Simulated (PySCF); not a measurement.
**Electronic structure of Br (bromine, neutral) at the LDA level**

Configuration: [Ar] 3d10 4s1 4p5 4d1, one real determinant (an excited configuration). All numbers are calculated (PySCF 2.14, a scalar-relativistic core potential, in aug-cc-pVTZ-PP with one added diffuse shell each of s, d, f type with ECP10MDF (7s5p5d3f, 68 functions)).

- Total energy: -415.3850 hartree
- One-electron energy: -722.6679 hartree
- Hartree (Coulomb) energy: 337.5077 hartree
- Exchange-correlation energy: -30.2249 hartree
- ⟨S²⟩: 3.7519
- ⟨L²⟩: 7.937
- Sum of ⟨r⟩: 26.93 bohr
- Sum of ⟨r²⟩: 63.06 bohr²
- Traceless quadrupole moment −½Σ⟨3z² − r²⟩ along its main axis: -3.10 e·bohr²

```csv
shell,electrons,mean orbital energy (eV),spread (eV),"rms radius, mean of both spins (bohr)"
3s α,1,-233.83,0,0.596
3s β,1,-233.52,0,0.596
3p α,3,-179.76,0.622,0.615
3p β,3,-179.43,0.448,0.615
3d α,5,-74.979,0.603,0.647
3d β,5,-74.547,0.369,0.647
4s α,1,-26.370,0,1.73
4p α,3,-13.167,1.120,2.13
4p β,2,-11.446,0,2.13
4d α,1,-0.409,0,5.50
```

⟨L²⟩ = 7.94 against 12 for a pure F term, so this real determinant mixes terms. Energies and moments cover only the electrons outside the core potential. The outer electron is Rydberg-like, and this basis confines it to a smaller radius and binds it less than a complete one would.
